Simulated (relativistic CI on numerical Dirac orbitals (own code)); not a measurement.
Crystal-field levels of Cu4+, 3d7

Calculated by Dirac-Coulomb-Breit CI, orbitals from a KLI potential per configuration, model QED (radiative potential, 1s self-energy scaled to tabulated hydrogen-like ionisation energies), one configuration in a parametric crystal field, unscaled Slater integrals (own radial code). With so little scaling, terms lie 10 to 35 % too far apart, which can change the order of excited levels.

Field parameters in Wybourne normalisation: Td as Oh with Dq negative (B⁴₀ = 21Dq, B⁴₄ = √(5/14) B⁴₀). The field is a parameter set, without covalency.

S is read from ⟨S²⟩ = S(S + 1).

Levels (cm⁻¹, degeneracy): 0 (4), 5429 (4), 5749 (2), 6289 (4), 6462 (2), 9285 (2), 10189 (4), 11247 (2), 11491 (4), 27061 (4), 27612 (2), 28692 (4).

Task: Which field gives this pattern?
A. Td, 10Dq = -16450 cm⁻¹
B. Td, 10Dq = -7550 cm⁻¹
C. Td, 10Dq = -5800 cm⁻¹
D. Td, 10Dq = -18200 cm⁻¹

Result: C. Td, 10Dq = -5800 cm⁻¹, ground level with S = 1.50.
